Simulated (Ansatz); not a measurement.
Ansatz (a quantum-chemistry and plane-wave program) input (B3LYP-D3(BJ)/def2-TZVP):

Ansatz 0.2 input:
```yaml
crystal:
  periodic: [false, false, false]
  atoms:
    - {symbol: Si, position_ang: [0.17346300, -0.02294715, -0.07751574]}
    - {symbol: F, position_ang: [-0.18974521, -0.51975716, 1.43244531]}
    - {symbol: F, position_ang: [-0.39651375, 1.50105575, 0.03510011]}
    - {symbol: F, position_ang: [-1.09666520, -0.68972000, -0.85264336]}
    - {symbol: O, position_ang: [1.57417659, -0.25036221, -0.61569624]}
basis:
  gaussian:
    orbitals: def2-TZVP
hamiltonian:
  xc: b3lyp
  dispersion: d3bj
total_charge: -1
relax: {f_tol: 0.002, max_steps: 150}
```

Output:

```
Functional definition: B3LYP
integrals: 0.07 GiB planned
880 factors; their error is unknown
0.20 GiB of the device are held for the grids
0.73 GiB of device memory are held for the factors and their scratch space
mean field: 0.54 GiB planned
mean field evaluation 1: about -18084.3269 eV, gradient 5.4e1 eV
mean field evaluation 2: about -18057.9274 eV, gradient 1.3e2 eV
mean field evaluation 4: about -18089.1504 eV, gradient 8.2e0 eV
mean field evaluation 8: about -18089.2319 eV, gradient 2.0e-2 eV
mean field evaluation 16: about -18089.2878 eV, gradient 5.3e-6 eV
mean field -18089.28783105 eV, -664.7690664314 hartree, gradient 5.3e-6 eV, S^2 0.000000; 0 other end points of the search recorded, 0 dependent functions left out
the calculation of the forces begins
reference -18089.28803976 eV, -664.7690741015 hartree; 25, 25 occupied and 136, 136 virtual orbitals, 880 factors
relax step   1: F+E_penalty+E_count = -18089.41586655 eV  Δ(F+E_penalty+E_count) = +0.000e0 eV  max|allowed force component| = 1.421e0 eV/Å  Δτ_max = 0.0000 Å  (27 SCF iters, accepted)
these checks for a lower state are left out or cut short: starts, cluster_reference, orbital_swaps, neighbouring_geometries, increment
integrals: 0.07 GiB planned
880 factors; their error is unknown
0.20 GiB of the device are held for the grids
0.73 GiB of device memory are held for the factors and their scratch space
mean field: 0.54 GiB planned
mean field -18089.30597808 eV, -664.7697333224 hartree, gradient 2.5e-5 eV, S^2 0.000000; 0 other end points of the search recorded, 0 dependent functions left out
the calculation of the forces begins
reference -18089.30618698 eV, -664.7697409995 hartree; 25, 25 occupied and 136, 136 virtual orbitals, 880 factors
relax step   2: F+E_penalty+E_count = -18089.43392869 eV  Δ(F+E_penalty+E_count) = -1.806e-2 eV  max|allowed force component| = 8.621e-1 eV/Å  Δτ_max = 0.0113 Å  (30 SCF iters, accepted)
these checks for a lower state are left out or cut short: starts, cluster_reference, orbital_swaps, neighbouring_geometries, increment
integrals: 0.07 GiB planned
880 factors; their error is unknown
0.20 GiB of the device are held for the grids
0.73 GiB of device memory are held for the factors and their scratch space
mean field: 0.54 GiB planned
mean field -18089.31597588 eV, -664.7701007348 hartree, gradient 2.5e-5 eV, S^2 0.000000; 0 other end points of the search recorded, 0 dependent functions left out
the calculation of the forces begins
reference -18089.31618513 eV, -664.7701084247 hartree; 25, 25 occupied and 136, 136 virtual orbitals, 880 factors
relax step   3: F+E_penalty+E_count = -18089.44387219 eV  Δ(F+E_penalty+E_count) = -9.943e-3 eV  max|allowed force component| = 8.503e-2 eV/Å  Δτ_max = 0.0179 Å  (29 SCF iters, accepted)
these checks for a lower state are left out or cut short: starts, cluster_reference, orbital_swaps, neighbouring_geometries, increment
integrals: 0.07 GiB planned
880 factors; their error is unknown
0.20 GiB of the device are held for the grids
0.73 GiB of device memory are held for the factors and their scratch space
mean field: 0.54 GiB planned
mean field evaluation 32: about -18089.2596 eV, gradient 1.7e-1 eV
mean field -18089.31606662 eV, -664.7701040693 hartree, gradient 7.7e-6 eV, S^2 0.000000; 0 other end points of the search recorded, 0 dependent functions left out
the calculation of the forces begins
reference -18089.31627591 eV, -664.7701117609 hartree; 25, 25 occupied and 136, 136 virtual orbitals, 880 factors
relax step   4: F+E_penalty+E_count = -18089.44398478 eV  Δ(F+E_penalty+E_count) = -1.126e-4 eV  max|allowed force component| = 3.855e-3 eV/Å  Δτ_max = 0.0013 Å  (24 SCF iters, accepted)
these checks for a lower state are left out or cut short: starts, cluster_reference, orbital_swaps, neighbouring_geometries, increment
integrals: 0.07 GiB planned
880 factors; their error is unknown
0.20 GiB of the device are held for the grids
0.73 GiB of device memory are held for the factors and their scratch space
mean field: 0.54 GiB planned
mean field -18089.31606459 eV, -664.7701039948 hartree, gradient 2.3e-5 eV, S^2 0.000000; 0 other end points of the search recorded, 0 dependent functions left out
the calculation of the forces begins
reference -18089.31627389 eV, -664.7701116864 hartree; 25, 25 occupied and 136, 136 virtual orbitals, 880 factors
relax step   5: F+E_penalty+E_count = -18089.44398518 eV  Δ(F+E_penalty+E_count) = -4.040e-7 eV  max|allowed force component| = 3.446e-5 eV/Å  Δτ_max = 0.0001 Å  (19 SCF iters, accepted)
integrals: 0.07 GiB planned
880 factors; their error is unknown
0.20 GiB of the device are held for the grids
0.73 GiB of device memory are held for the factors and their scratch space
mean field: 0.54 GiB planned
mean field -18089.31606459 eV, -664.7701039948 hartree, gradient 2.3e-5 eV, S^2 0.000000; 1 other end points of the search recorded, 0 dependent functions left out
the calculation of the forces begins
reference -18089.31627389 eV, -664.7701116864 hartree; 25, 25 occupied and 136, 136 virtual orbitals, 880 factors
Total energy: -18089.44419448 eV, -664.7748126816 hartree
Atom 0 at     0.146138    -0.018084    -0.066878 Å, force    -0.000013     0.000031     0.000013 eV/Å
Atom 1 at    -0.170903    -0.530465     1.445472 Å, force     0.000013     0.000013     0.000020 eV/Å
Atom 2 at    -0.381482     1.519082     0.027945 Å, force    -0.000019    -0.000007     0.000016 eV/Å
Atom 3 at    -1.090821    -0.703163    -0.873631 Å, force     0.000004    -0.000004    -0.000034 eV/Å
Atom 4 at     1.561784    -0.249101    -0.611217 Å, force     0.000015    -0.000033    -0.000015 eV/Å
Dipole moment:    -0.570865     0.093157     0.219508 e Å
```

It need not be the lowest isomer of its formula. Whether it binds its extra electron was not tested at this geometry.
